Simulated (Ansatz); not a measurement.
`[F][GaH][GaH2]` + `FC1BO1` → `[GaH2][CH]1BO1` + `[F][GaH][F]` at 500 K and 1 bar (redistribution).

Isolated molecules relaxed with PBE0-D4/def2-TZVP in Ansatz; ΔE leaves out vibrations. CBS: MP2 limit from def2 TZ/QZ plus the TZ coupled-cluster correction, frozen cores. For Ga outer-core shells are correlated without core-valence functions, which leaves a few kJ/mol of doubt a bond. Scalar relativity is left out up to krypton.

| species | CCSD(T)/CBS energy (Eh) | H − E (kJ/mol) | S (J/(mol·K)) |
| --- | --- | --- | --- |
| `[F][GaH][GaH2]` | -3949.49740 | 94.9 | 383.9 |
| `FC1BO1` | -238.98850 | 118.6 | 302.5 |
| `[GaH2][CH]1BO1` | -2064.32562 | 156.5 | 367.6 |
| `[F][GaH][F]` | -2124.20216 | 54.3 | 310.4 |

H − E and S are ideal-gas, rigid-rotor, harmonic terms from PBE0-D4/def2-TZVP, for one conformer and one mirror image of each species. 1 Eh = 2625.50 kJ/mol, R = 8.31446 J/(mol·K).

Q: By hand: ΔE, ΔH, ΔS and ΔG.

A: ΔE = (-2064.32562) + (-2124.20216) − (-3949.49740) − (-238.98850) = -0.04188 Eh = -110.0 kJ/mol. Δ(H − E) = 156.5 + 54.3 − 94.9 − 118.6 = -2.7, so ΔH = -112.7 kJ/mol. ΔS = 367.6 + 310.4 − 383.9 − 302.5 = -8.4 J/(mol·K). ΔG = -112.7 − 500 × (-8.4)/1000 = -108.5 kJ/mol.

Q: By hand: the equilibrium constant, and the temperature at which ΔG would vanish if ΔH and ΔS stayed fixed.

A: log₁₀ K = −ΔG/(RT ln 10) = 11.3. ΔG = 0 at ΔH/ΔS = 13417 K, far beyond where these terms or the molecules hold.

The number of gas molecules stays the same, so ΔS is small and ΔH decides. A doubt of 5 kJ/mol in ΔE shifts log₁₀ K by 0.5 here. Other conformers and mirror images would add mixing entropy, several J/(mol·K) or more a flexible species. These are equilibria of isolated gas molecules and say nothing of rates. Largest T1 diagnostic: 0.016 (customary marks: 0.02 for closed shells, 0.045 for open ones).
